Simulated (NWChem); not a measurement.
System: C₂H₄I cation

```xyz
7

C     -0.3225     2.4412     0.0000
C      0.5416     1.2883     0.0000
I     -0.0281    -0.6078     0.0000
H     -0.0302     3.0792     0.8641
H     -0.0302     3.0792    -0.8641
H     -1.3997     2.2394     0.0000
H      1.6324     1.4385     0.0000
```
Atoms are numbered in this order, from 1.

Results from NWChem. Medium grid unless said otherwise, to which SCAN and Minnesota functionals are sensitive. All runs use the structure optimised with PBE0/def2-SVP. def2 effective core potentials on I; no spin-orbit coupling. Hybrids' shares of exact exchange are those that their runs print; pure functionals count as 0. The functionals differ in more than this share.

```
row                                   share of exact exchange  orbital gap (eV)
------------------------------------  -----------------------  ----------------
PBE/def2-SVP                                             0.00              2.12
LDA (Slater exchange, VWN5)/def2-SVP                     0.00              2.08
B3LYP/def2-SVP                                           0.20          withheld
M06/def2-SVP                                             0.27              4.26
PW6B95/def2-SVP                                          0.28              4.27
MN15/def2-SVP                                            0.44              5.33
```

Problem. Fit a straight line of the last column on the one before it, predict the withheld value, and compare with the run.

Solution. 
1. Means of the 5 shown rows: x = 0.198, y = 3.612. Slope Σ(x − x̄)(y − ȳ)/Σ(x − x̄)² = 1.115/0.1489 = 7.490; intercept 2.129.
2. The shown rows scatter about the line by 0.071 (root mean square); the largest residual is +0.11, at M06/def2-SVP.
3. At x = 0.20 (B3LYP/def2-SVP; inside the shown range) the line gives 3.63.
4. The run gives 3.72, +0.09 from the line, 1.3 times the scatter.
